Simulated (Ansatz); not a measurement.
C$_{3}$H$_{8}$BCl (`CBCCCl`) at its PBE0-D4/def2-TZVP geometry, where that method's forces vanish. Charge 0, multiplicity 1.

```xyz
13

C     1.7794    0.1916   -0.1743
B     0.6919   -0.1948    0.8703
C    -0.8504   -0.2407    0.6107
C    -1.3277    0.1636   -0.7605
Cl   -3.1094    0.0540   -0.9212
H     2.5812    0.7913    0.2660
H     1.4272    0.6718   -1.0890
H     2.2681   -0.7509   -0.4677
H     1.0536   -0.5276    1.9677
H    -1.3319    0.3791    1.3804
H    -1.1955   -1.2562    0.8509
H    -1.0696    1.1963   -0.9931
H    -0.9168   -0.4773   -1.5402
```

Question: What forces (eV/Å) does ωB97M-V/def2-TZVPP give on these atoms in the Gaussian-basis code of Ansatz? (Best estimate.)

Answer: Computed: 
```
C1   0.090  0.022 -0.086
B2   0.044 -0.055  0.178
C3  -0.038 -0.065  0.190
C4   0.108  0.084 -0.222
Cl5 -0.111 -0.014  0.010
H6  -0.068 -0.043 -0.032
H7   0.016 -0.032  0.065
H8  -0.042  0.062  0.021
H9  -0.038  0.041 -0.129
H10  0.032 -0.036 -0.058
H11  0.023  0.067 -0.025
H12 -0.001 -0.093  0.020
H13 -0.015  0.061  0.069
```
